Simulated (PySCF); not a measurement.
**Two-component Hartree-Fock for K⁺ (potassium, charge +1)**

Start: [Ar]. Calculated with PySCF 2.14 in x2c-TZVPPall-2c (6s6p3d, 39 functions): generalised Hartree-Fock with the X2C-1e Hamiltonian and a Gaussian nucleus; one run each with spin-orbit coupling (SO) switched off, then screened by Boettger's factors.

```
spinor shell  electrons  ε, spin-free (eV)  ε, screened SO (eV)  weight of nominal j (screened SO)  rms radius, screened SO (bohr)
       1s1/2          2            -3655.9              -3655.8                              1.000                          0.0937
       2s1/2          2            -403.22              -403.21                              1.000                           0.418
       2p1/2          2            -319.50              -321.52                              1.000                           0.386
       2p3/2          4            -319.50              -318.50                              1.000                           0.388
       3s1/2          2            -53.796              -53.796                              1.000                            1.37
       3p1/2          2            -31.845              -32.048                              1.000                            1.55
       3p3/2          4            -31.845              -31.744                              1.000                            1.56
```

```csv
quantity,spin-free,screened SO
E (hartree),-601.30088,-601.30320
M_J,0,0
⟨J²⟩,0.000,0.000
⟨L²⟩,0.000,0.000
⟨S²⟩,0.000,0.000
```

Without spin-orbit coupling the j labels of p, d and f shells carry no meaning; the spin-free column gives the mean over the occupied spinors of each nl shell.
